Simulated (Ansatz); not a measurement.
`NC(F)[SiH2]Cl`, relaxed with RKS PBE-D4/def2-SVP in Ansatz from a rough embedded geometry. The force threshold is 0.03 eV/Å; the program also tests the step.

The species carries charge 0 and has multiplicity 1.

Start:

```xyz
10

N     0.277   -1.180   -1.022
C    -0.290   -0.758    0.212
F    -1.586   -1.034    0.091
Si   -0.151    1.099    0.559
Cl    1.902    1.558    0.616
H    -0.138   -0.767   -1.836
H     1.290   -0.872   -1.085
H     0.070   -1.340    1.004
H    -0.729    1.888   -0.473
H    -0.646    1.406    1.934
```

By how much does the energy fall, and how many steps does the optimiser take? (Best estimate.)

The calculation gave: 16.08 kcal/mol, in 20 steps, 2 of them rejected.

Which bonds change most? (Best estimate.)

Ansatz gave: C2–F3 from 1.331 to 1.452 Å; Si4–H9 from 1.421 to 1.502 Å; C2–H8 from 1.047 to 1.112 Å; N1–H7 from 1.061 to 1.026 Å.

Give the relaxed structure. (Best estimate.)

Computed: 
```xyz
10

N     0.529   -0.961   -1.058
C    -0.080   -0.690    0.176
F    -1.492   -1.023    0.234
Si   -0.135    1.171    0.611
Cl    1.782    1.958    0.834
H     0.125   -0.439   -1.843
H     0.573   -1.959   -1.295
H     0.401   -1.299    0.973
H    -0.821    1.870   -0.527
H    -0.882    1.372    1.894
```
